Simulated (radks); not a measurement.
Values are calculated unless marked as measured or tabulated.
All-electron atom: Rh22+ in [Ar] 3d5.

Level of theory: scalar-relativistic Kohn-Sham, SCAN, spin-polarised, spherical densities, finite nucleus; open shells are filled with parallel spins first (spin-orbit coupling, left out, can overturn this in heavy ions); meta-GGA in the generalised Kohn-Sham scheme; Fermi nuclear charge, rms radius 4.4945 fm (a radial shooting solver on a logarithmic mesh with Libxc functionals).

Energy parts (Ry):
total: -9032.30514
kinetic: 9374.11274
electron-nucleus: -20386.14992
Hartree: 2205.60700
exchange-correlation: -225.87496

Orbitals (lengths in bohr, moments of r in powers of bohr; <r^-3> diverges for s and p1/2; r(90%) holds 90 % of the orbital's charge):
orbital  occ.  eigenvalue (Ry)  r(90%)  <r^-3>      <r^4>
1s up       1        -1757.083  0.0585       -  5.377e-06
1s down     1        -1757.060  0.0585       -  5.375e-06
2s up       1        -306.9226   0.218       -  0.0009486
2s down     1        -305.7536   0.217       -  0.0009391
2p up       3        -281.2134   0.200    3261  0.0006792
2p down     3        -280.3296   0.200    3280  0.0006701
3s up       1        -97.25161   0.537       -    0.03535
3s down     1        -95.85757   0.541       -    0.03627
3p up       3        -88.74042   0.539   668.0    0.03552
3p down     3        -87.28889   0.544   651.3    0.03661
3d up       5        -76.19011   0.511   94.85    0.02813

The highest occupied level is 3d up at -1036.6 eV. The density falls to 0.001 e/bohr^3 at r = 1.09 bohr. The spin density at the nucleus is -8.33 e/bohr^3 (1s -1.72, 2s -36.03, 3s 29.41).

Empty levels of this run are not shown, since the potential may be unsettled where no density lies.
